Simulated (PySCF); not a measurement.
PySCF 2.14 output of an unrestricted r2SCAN calculation on a single atom or ion in def2-TZVP with the def2 core potential (28 electrons) (6s4p3d1f, 40 functions), with a scalar-relativistic core potential:

```
SCF conv_tol = 1e-09
number electrons alpha = 9  beta = 8
    J. W. Furness, A. D. Kaplan, J. Ning, J. P. Perdew, and J. Sun.,  J. Phys. Chem. Lett. 11, 8208-8215 (2020)
    J. W. Furness, A. D. Kaplan, J. Ning, J. P. Perdew, and J. Sun.,  J. Phys. Chem. Lett. 11, 9248-9248 (2020)
    J. W. Furness, A. D. Kaplan, J. Ning, J. P. Perdew, and J. Sun.,  J. Phys. Chem. Lett. 11, 8208-8215 (2020)
    J. W. Furness, A. D. Kaplan, J. Ning, J. P. Perdew, and J. Sun.,  J. Phys. Chem. Lett. 11, 9248-9248 (2020)
cycle= 1 E= -127.586162803032  delta_E= -0.005  |g|= 0.0471  |ddm|= 0.181
cycle= 2 E= -127.585786406174  delta_E= 0.000376  |g|= 0.0625  |ddm|= 0.0615
cycle= 3 E= -127.586921071964  delta_E= -0.00113  |g|= 0.00179  |ddm|= 0.0321
cycle= 4 E= -127.586927655116  delta_E= -6.58e-06  |g|= 0.000725  |ddm|= 0.00796
cycle= 5 E= -127.586929425678  delta_E= -1.77e-06  |g|= 0.000146  |ddm|= 0.00663
cycle= 6 E= -127.586929436904  delta_E= -1.12e-08  |g|= 1.44e-05  |ddm|= 0.000366
cycle= 7 E= -127.586929436983  delta_E= -7.93e-11  |g|= 9.39e-07  |ddm|= 1.03e-05
converged SCF energy = -127.586929436983  <S^2> = 0.76059966  2S+1 = 2.0105717
```

The run itself started from symmetry-adapted Hartree-Fock orbitals and held the occupation by maximum overlap, on a logarithmic radial grid, so the iterations belong to that start.

Q: Which element, charge and spin multiplicity is this?

A: Pd⁺ (palladium, charge +1), multiplicity 2; the state was [Kr] 4d9, 2D determinant.

Energies and moments cover only the electrons outside the core potential.
